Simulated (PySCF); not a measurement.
# Mass spectrum arithmetic for 1-methylazulene

Species: 1-methylazulene (`c1c2-c(cccc1)c(C)cc2`).

Calculated from tabulated atomic weights, isotope masses and abundances; no fragmentation.

(1) Find the molar and monoisotopic masses of C11H10.

(2) Give the isotope pattern of the molecular ion M+•, merging species of the same nominal mass.

(3) Double-bond equivalents and nitrogen rule?

(4) How much CO2 and H2O would complete combustion of 20.00 mg give?

(5) Count the protons, neutrons and electrons of the monoisotopic species, and give its exact less its nominal mass.

(6) What share of all molecules is the monoisotopic species?

Answers

(1) For C11H10, with standard atomic weights, 11 × 12.011 + 10 × 1.008 = 142.201 g/mol. From the most abundant isotopes (12C, 1H), 11 × 12.000000 + 10 × 1.007825 = 142.0783 u.

(2) 
| nominal mass | m/z (centroid) | relative intensity |
| --- | --- | --- |
| 142 | 142.0777 | 100.0 |
| 143 | 143.0811 | 12.0 |
| 144 | 144.0845 | 0.7 |

Cut off at 0.1 %. One electron mass, 0.00055 u, is taken off.

(3) (2 × 11 + 2 + 0 − 10)/2 = 7; the structure has 2 rings and 5 π bonds. The nominal mass 142 is even, with 0 nitrogens, as the rule says.

(4) 140.65 μmol of compound give 68.09 mg CO2 and 12.67 mg H2O.

(5) 76 protons, 66 neutrons and 76 electrons; 142.0783 − 142 = +0.0783 u.

(6) 0.9893^11 × 0.999885^10 = 88.74 %.
